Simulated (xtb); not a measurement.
OSi, triplet, from a rough starting geometry (the spin is typed, not shown lowest); GFN2-xTB (xtb).

xtb was given this input:
```
$ xtb mol.xyz --gfn 2 --uhf 2 --opt vtight --json

# file mol.xyz
2

Si     0.72158014    -0.00977998     0.02648567
O     -0.69773039    -0.01837352    -0.06112197
```

Output, abridged:

```
   ID    Z sym.   atoms
    1   14 Si     1
    2    8 O      2

           -------------------------------------------------
          |                Calculation Setup                |
           -------------------------------------------------

           -------------------------------------------------
          |                 G F N 2 - x T B                 |
           -------------------------------------------------

          ...................................................
          :                      SETUP                      :
          :.................................................:
          :  # basis functions                  14          :
          :  # atomic orbitals                  13          :
          :  # shells                            5          :
          :  # electrons                        10          :
          :  max. iterations                   250          :
          :  Hamiltonian                  GFN2-xTB          :
          :  restarted?                      false          :
          :  GBSA solvation                  false          :
          :  PC potential                    false          :
          :  electronic temp.          300.0000000     K    :
          :  accuracy                    1.0000000          :
          :  -> integral cutoff          0.2500000E+02      :
          :  -> integral neglect         0.1000000E-07      :
          :  -> SCF convergence          0.1000000E-05 Eh   :
          :  -> wf. convergence          0.1000000E-03 e    :
          :  Broyden damping             0.4000000          :
          :  net charge                          0          :
          :  unpaired electrons                  2          :
          ...................................................

 iter      E             dE          RMSdq      gap      omega  full diag
   1     -5.6966637 -0.569666E+01  0.169E+01    0.00       0.0  T
   2     -5.7138451 -0.171814E-01  0.761E+00    0.00       1.0  T
   3     -5.7120467  0.179849E-02  0.642E+00    0.00       1.0  T
   4     -5.7212159 -0.916922E-02  0.167E+00    0.00       1.0  T
   5     -5.7216424 -0.426492E-03  0.431E-01    0.00       1.0  T
   6     -5.7216532 -0.108174E-04  0.133E-01    0.00       1.0  T
   7     -5.7216550 -0.177071E-05  0.199E-02    0.00       3.6  T
   8     -5.7216554 -0.429490E-06  0.851E-03    0.00       8.3  T
   9     -5.7216554 -0.108731E-07  0.206E-03    0.00      34.3  T
  10     -5.7216554 -0.478643E-08  0.155E-04    0.00     455.8  T
  11     -5.7216554 -0.838440E-12  0.424E-05    0.00    1665.9  T

   *** convergence criteria satisfied after 11 iterations ***

 transition dipole moment (au) for excitation:           5           6
     X       Y       Z
   0.0397  -0.4351  -0.6012  total (au/Debye):    0.743   1.889
 dE (eV)             :    4.174
 oscillator strength :  0.79873E-01

         :::::::::::::::::::::::::::::::::::::::::::::::::::::
         ::                     SUMMARY                     ::
         :::::::::::::::::::::::::::::::::::::::::::::::::::::
         :: total energy              -5.648005572794 Eh    ::
         :: gradient norm              0.276649539589 Eh/a0 ::
         :: HOMO-LUMO gap              0.000000000465 eV    ::
         ::.................................................::
         :: SCC energy                -5.721655403868 Eh    ::
         :: -> isotropic ES            0.017239965501 Eh    ::
         :: -> anisotropic ES          0.004625156889 Eh    ::
         :: -> anisotropic XC         -0.004099474423 Eh    ::
         :: -> dispersion             -0.000501514579 Eh    ::
         :: repulsion energy           0.073649831074 Eh    ::
         :: add. restraining           0.000000000000 Eh    ::
         :: total charge               0.000000000000 e     ::
         :::::::::::::::::::::::::::::::::::::::::::::::::::::

      -----------------------------------------------------------
[...]
 * total energy  :    -5.6480056 Eh     change       -0.1823430E-11 Eh
 * total energy  :    -5.6643201 Eh     change       -0.1631450E-01 Eh
 * total energy  :    -5.6656493 Eh     change       -0.1329213E-02 Eh
 * total energy  :    -5.6658336 Eh     change       -0.1843027E-03 Eh
 * total energy  :    -5.6658370 Eh     change       -0.3428724E-05 Eh
 * total energy  :    -5.6658370 Eh     change       -0.7215165E-08 Eh
   *** GEOMETRY OPTIMIZATION CONVERGED AFTER 6 ITERATIONS ***
         :: total energy              -5.665837026628 Eh    ::
[...]
         :: gradient norm              0.000072431393 Eh/a0 ::
         :: HOMO-LUMO gap              0.000002371136 eV    ::
         ::.................................................::
         :: SCC energy                -5.694816042942 Eh    ::
         :: -> isotropic ES            0.021329785079 Eh    ::
         :: -> anisotropic ES          0.005671133997 Eh    ::
         :: -> anisotropic XC         -0.003634237779 Eh    ::
         :: -> dispersion             -0.000507415472 Eh    ::
         :: repulsion energy           0.028979016314 Eh    ::
         :: add. restraining           0.000000000000 Eh    ::
         :: total charge               0.000000000000 e     ::
         :::::::::::::::::::::::::::::::::::::::::::::::::::::

           -------------------------------------------------
          |                Property Printout                |
           -------------------------------------------------

    * Orbital Energies and Occupations

         #    Occupation            Energy/Eh            Energy/eV
      -------------------------------------------------------------
         1        2.0000           -0.7065272             -19.2256
         2        2.0000           -0.5537307             -15.0678
         3        2.0000           -0.4628765             -12.5955
         4        2.0000           -0.4628765             -12.5955
         5        1.0000           -0.3924188             -10.6783
         6        0.5000           -0.2442153              -6.6454 (HOMO)
         7        0.5000           -0.2442153              -6.6454 (LUMO)
         8                         -0.1174728              -3.1966
         9                         -0.0696183              -1.8944
        10                         -0.0696183              -1.8944
        11                          0.0496410               1.3508
        12                          0.0496411               1.3508
        13                          0.8560166              23.2934
      -------------------------------------------------------------
                  HL-Gap            0.0000001 Eh            0.0000 eV
             Fermi-level           -0.3359315 Eh           -9.1412 eV

     #   Z          covCN         q      C6AA      α(0)
     1  14 Si       0.771     0.350   227.386    32.771
     2   8 O        0.771    -0.350    20.748     6.105

 Mol. C6AA /au·bohr⁶  :        370.960752
 Mol. C8AA /au·bohr⁸  :      21349.400933
 Mol. α(0) /au        :         38.875406

Wiberg/Mayer (AO) data.
largest (>0.10) Wiberg bond orders for each atom

 ---------------------------------------------------------------------------
     #   Z sym  total        # sym  WBO       # sym  WBO       # sym  WBO
 ---------------------------------------------------------------------------
     1  14 Si   2.017 --     2 O    2.017
     2   8 O    2.017 --     1 Si   2.017
 ---------------------------------------------------------------------------

Topologies differ in total number of bonds
Writing topology from bond orders to xtbtopo.mol

molecular dipole:
                 x           y           z       tot (Debye)
 q only:        1.014       0.006       0.063
   full:        1.314       0.008       0.081       3.345
molecular quadrupole (traceless):
                xx          xy          yy          xz          yz          zz
 q only:        0.048      -0.040      -0.021      -0.048      -0.003      -0.027
  q+dip:        0.724      -0.046      -0.360      -0.000      -0.003      -0.364
   full:       -0.890      -0.061       0.451      -0.150      -0.004       0.438

optimized geometry written to: xtbopt.xyz

           -------------------------------------------------
          | TOTAL ENERGY               -5.665837026628 Eh   |
          | GRADIENT NORM               0.000072431393 Eh/α |
          | HOMO-LUMO GAP               0.000002371136 eV   |
           -------------------------------------------------
```
